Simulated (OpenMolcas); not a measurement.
**Worked example: vertical energy of the triplet above the singlet of BrF (bromine fluoride)**

BrF has 2 atoms, charge 0, and is taken as a singlet. SMILES: `FBr`. The shape is that of a GFN2-xTB optimisation.

| atom | x (Å) | y (Å) | z (Å) |
| --- | --- | --- | --- |
| F | 0.0000 | 0.0000 | 0.0000 |
| Br | 0.0000 | 0.0000 | 1.7999 |

Both states at this one shape; open shells run unrestricted unless said. 1 Eh = 27.2114 eV.

```tsv
level	program	singlet BrF (Eh)	triplet BrF (Eh)
CCSD(T)/6-31G, open shells restricted, 10 core orbitals frozen	OpenMolcas	-2671.687810	-2671.585372
CCSD(T)/6-31G** (spherical functions), open shells restricted, 10 core orbitals frozen	OpenMolcas	-2671.896834	-2671.798346
```

Q: Work out the vertical gap, second state less first, at each level.

A: 
1. CCSD(T)/6-31G, open shells restricted: -2671.585372 − (-2671.687810) = 0.102438 Eh = 2.79 eV.
2. CCSD(T)/6-31G** (spherical functions), open shells restricted: -2671.798346 − (-2671.896834) = 0.098488 Eh = 2.68 eV.

No measured value is set beside it here; the levels span 2.68 to 2.79 eV. Spin-orbit coupling, which splits open shells on such heavy atoms by tenths of an eV, is left out. All-electron rows are non-relativistic unless named.
